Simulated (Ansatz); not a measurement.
`[SiH3]/C=C/[SiH3]` + `BO` → `BO[SiH3]` + `C=C[SiH3]` at 600 K and 1 bar (ligand exchange at the Si–C bond).

Computed with Ansatz on PBE0-D4/def2-TZVP structures; ΔE is electronic, products minus reactants. CCSD(T)/CBS adds triple-zeta CCSD(T) − MP2 to the extrapolated MP2 energy (def2 sets, frozen cores). This one scheme is used for every species.

| species | CCSD(T)/CBS energy (Eh) | H − E (kJ/mol) | S (J/(mol·K)) |
| --- | --- | --- | --- |
| `[SiH3]/C=C/[SiH3]` | -659.04033 | 281.3 | 438.6 |
| `BO` | -101.80414 | 119.7 | 267.1 |
| `BO[SiH3]` | -392.11480 | 178.4 | 358.6 |
| `C=C[SiH3]` | -368.76077 | 221.4 | 355.7 |

H − E and S are ideal-gas, rigid-rotor, harmonic terms from PBE0-D4/def2-TZVP. 1 Eh = 2625.50 kJ/mol, R = 8.31446 J/(mol·K).

**Question.** By hand: ΔE, ΔH, ΔS and ΔG.

**Answer.** ΔE = (-392.11480) + (-368.76077) − (-659.04033) − (-101.80414) = -0.03110 Eh = -81.7 kJ/mol. Δ(H − E) = 178.4 + 221.4 − 281.3 − 119.7 = -1.2, so ΔH = -82.9 kJ/mol. ΔS = 358.6 + 355.7 − 438.6 − 267.1 = 8.6 J/(mol·K). ΔG = -82.9 − 600 × (8.6)/1000 = -88.1 kJ/mol.

**Question.** By hand: the equilibrium constant, and the temperature at which ΔG would vanish if ΔH and ΔS stayed fixed.

**Answer.** log₁₀ K = −ΔG/(RT ln 10) = 7.7. ΔH and −TΔS have one sign here, so there is no such temperature.

The number of gas molecules stays the same, so ΔS is small and ΔH decides. A doubt of 5 kJ/mol in ΔE shifts log₁₀ K by 0.4 here. These are equilibria of isolated gas molecules and say nothing of rates. Largest T1 diagnostic: 0.014 (customary marks: 0.02 for closed shells, 0.045 for open ones).
